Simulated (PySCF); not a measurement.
**Assigning NMR signals**

Atoms are numbered as in `[F:1][CH2:2][CH2:3][C:4]([F:5])([F:6])[F:7]` (H(Xn): hydrogen on atom n).

Computed data (PySCF 2.14.0 with density-fitted response routines): shielding tensors at PBE0/pcSseg-1 (GIAO), GFN2-xTB structure, J: B3LYP/pcJ-1 (spin–dipole term only in couplings to heteroatoms). Single conformer, isolated molecule, rapidly exchanging positions averaged, non-relativistic Hamiltonian.

Scale: ¹³C and ¹H against TMS (reference shieldings calculated alike).

(1) Assign these signals to the numbered atoms. ¹³C{¹H} NMR (computed): δ 133.8 (qd, J = 344.1, 19.6 Hz), 81.1 (dq, J = 227.7, 3.1 Hz), 39.9 (qd, J = 27.3, 21.0 Hz).

(2) Assign these signals to the numbered atoms. ¹H NMR (400 MHz, computed): δ 5.02 (dt, J = 51.8, 8.0 Hz, 2H), 2.64 (qtd, J = 8.9, 8.0, 7.0 Hz, 2H).

Results:

(1) 
133.8 → C4, CF3 carbon: 3 electronegative neighbours deshield it
81.1 → C2, sp3 CH2 bonded to F: the inductive effect lowers its shielding
39.9 → C3, sp3 CH2: a saturated carbon with 2 carbon neighbours and no heteroatom attached

(2) 
| δ (ppm) | atoms | environment | reason |
| --- | --- | --- | --- |
| 5.02 | H(C2) | hydrogen on an sp3 CH2 bonded to F | its carbon carries F, an electronegative neighbour |
| 2.64 | H(C3) | hydrogen on an sp3 CH2 | – |

Common functionals overestimate the size of one-bond C–F couplings by tens of Hz; these are unscaled. Splittings below 1 Hz are ignored in the labels, and close J values are merged. Unscaled 3J(H,H) at this level run about 10 % above measured values. Shifts are as computed. Against solution values, carbons near 30 ppm lie about +3 ppm off and those near 130 ppm about +5 ppm. Of 1211 compounds with measured shifts, 218 miss one by over three times the rms of a fit or turn the order of signals round; such compounds aren't used in these exercises. Across freely rotating sp3–sp3 bonds, 3J(H,H) is taken as (2 J gauche + J anti)/3 from the one conformer, which assumes equal rotamer populations. 3J across rotatable bonds or in flexible rings reflects this conformer alone.
